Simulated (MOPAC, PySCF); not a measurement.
H₃FO₃Si, SMILES `[Si](F)(O)(O)O`, neutral singlet in the gas phase. 

Z-matrix (Å, degrees):
```
Si
F 1 1.5942
O 1 1.6189 2 109.04
H 3 0.9577 1 118.44 2 59.34
O 1 1.6189 2 109.04 3 -120.00
H 5 0.9577 1 118.44 2 59.33
O 1 1.6189 2 109.04 3 120.00
H 7 0.9577 1 118.44 2 59.33
```
Charge 0, multiplicity 1.

All levels are single points at this geometry (PBE0-D3(BJ)/def2-TZVP); Pople sets use spherical d functions. Orbital energies aren't observables, and empty levels follow the basis.

AM1 in MOPAC gives gap (eV) = 14.61.

Question: Estimate the gap (eV) from each of these levels: PBE-D3(BJ)/def2-TZVP in PySCF; PBE0-D3(BJ)/def2-TZVP in PySCF; ωB97X-D3(BJ)/def2-TZVP in PySCF; B3LYP/3-21G in PySCF; B3LYP/6-311+G** in PySCF; B3LYP/6-31G* in PySCF; B3LYP/LANL2DZ in PySCF; M06-2X/6-31G* in PySCF; SVWN5/6-31G* in PySCF; HF/6-31G* in PySCF; HF/STO-3G in PySCF; PM6 in MOPAC.

Answer: 
```tsv
level	gap (eV)
PBE-D3(BJ)/def2-TZVP in PySCF	7.39
PBE0-D3(BJ)/def2-TZVP in PySCF	10.15
ωB97X-D3(BJ)/def2-TZVP in PySCF	14.71
B3LYP/3-21G in PySCF	9.60
B3LYP/6-311+G** in PySCF	8.86
B3LYP/6-31G* in PySCF	9.78
B3LYP/LANL2DZ in PySCF	9.87
M06-2X/6-31G* in PySCF	13.22
SVWN5/6-31G* in PySCF	7.57
HF/6-31G* in PySCF	18.91
HF/STO-3G in PySCF	22.28
PM6 in MOPAC	13.44
```
